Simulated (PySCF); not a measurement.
## Boron: a sound run and one with changed settings

Sound run: B⁺ [He] 2s2, B²⁺ [He] 2s1. Computed with PySCF 2.14 in cc-pVTZ-DK (4s3p2d1f, 30 functions), with the spin-free X2C one-electron Hamiltonian (Gaussian nucleus). The sound run starts from symmetry-adapted Hartree-Fock orbitals and uses a fine grid where one is needed.

Changed run: radial step 0.8 in ln r (0.13 in the sound run). This setting is unsound on purpose.

```csv
species,method,sound run (hartree),changed run (hartree),converged
B⁺,UHF,-24.24351,-24.24351,yes
B⁺,r2SCAN,-24.32126,-24.35165,yes
B⁺,TPSS,-24.35208,-24.34550,yes
B²⁺,UHF,-23.38193,-23.38193,yes
B²⁺,r2SCAN,-23.42999,-23.44286,yes
B²⁺,TPSS,-23.44603,-23.43711,yes
```

Ionisation energy of B⁺:

```
method  sound run (eV)  changed run (eV)
   UHF          23.445            23.445
r2SCAN          24.253            24.729
  TPSS          24.655            24.719
```

A coarse radial grid mis-integrates the density and the exchange-correlation energy, with errors of either sign; Hartree-Fock needs no grid.

For comparison, NIST gives 25.155 eV between the lowest levels.
